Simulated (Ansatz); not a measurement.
SnHMe2Cl (C2H7ClSn). The state is a singlet with charge 0. Geometry relaxed at PBE-D4/def2-SVP.

```csv
atom,x (Å),y (Å),z (Å)
Sn1,0.5764,0.4437,-0.2319
H2,1.1079,1.3454,-1.6145
C3,0.5006,-1.6861,-0.5958
H4,-0.2199,-1.9049,-1.4083
H5,0.1790,-2.2024,0.3285
H6,1.5038,-2.0499,-0.8871
C7,-1.2452,1.2242,0.6323
H8,-1.1058,2.2888,0.8986
H9,-1.4900,0.6485,1.5450
H10,-2.0768,1.1326,-0.0937
Cl11,2.2699,0.7600,1.4268
```

In the def2 sets Sn takes a core potential; there is no spin–orbit coupling.

(1) Estimate the harmonic wavenumbers at RKS PBE-D4/def2-SVP (Ansatz, unscaled). Is this a minimum?

Answers

(1) 56, 58, 118, 122, 130, 350, 488, 498, 520, 546, 696, 743, 756, 769, 1159, 1165, 1375, 1380, 1380, 1387, 1837, 2992, 2992, 3104, 3104, 3115, 3115 cm⁻¹. Yes, no mode is imaginary beyond noise. Zero-point energy 203.1 kJ/mol. Run time 2.6 min (4 threads of Intel Xeon on a shared host).
